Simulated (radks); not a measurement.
Effect of the nuclear size on neutral osmium, [Xe] 4f14 5d6 6s2. Calculated with a radial shooting solver on a logarithmic mesh with Libxc functionals: Dirac Kohn-Sham, LDA (Slater exchange, Perdew-Wang correlation), spin-unpolarised, spherical densities, finite nucleus; open shells fill j = l - 1/2 first; Fermi nuclear charge, rms radius 5.4126 fm. The rms radius is varied about that value; shifts are against it.

rms radius (fm)  total energy shift (eV)  density at nucleus (e/bohr^3)  1s1/2 shift (meV)  2s1/2 shift (meV)  5p1/2 shift (meV)  6s1/2 shift (meV)  5d5/2 shift (meV)  6p1/2 (empty) shift (meV)
4.4059                             -24.7                      1.799e+06              -9980              -1430              0.702             -0.972              0.863                      0.316
4.9688                             -11.3                      1.722e+06              -4560               -654              0.320             -0.444              0.395                      0.144
5.4126                                 0                      1.668e+06              0.000              0.000              0.000              0.000              0.000                      0.000
5.759                               9.24                      1.631e+06               3730                535             -0.262              0.363             -0.323                     -0.118
6.6467                              34.5                      1.547e+06              13900               2000             -0.976               1.36              -1.21                     -0.441

Slopes of the eigenvalues against <r^2> in GHz/fm^2, as finite differences over the two radii next to the reference (eigenvalue slopes, not the field-shift constants of lines): 1s1/2 236000, 2s1/2 33900, 5p1/2 -16.6, 6s1/2 23.0, 5d5/2 -20.5, 6p1/2 (empty) -7.47.
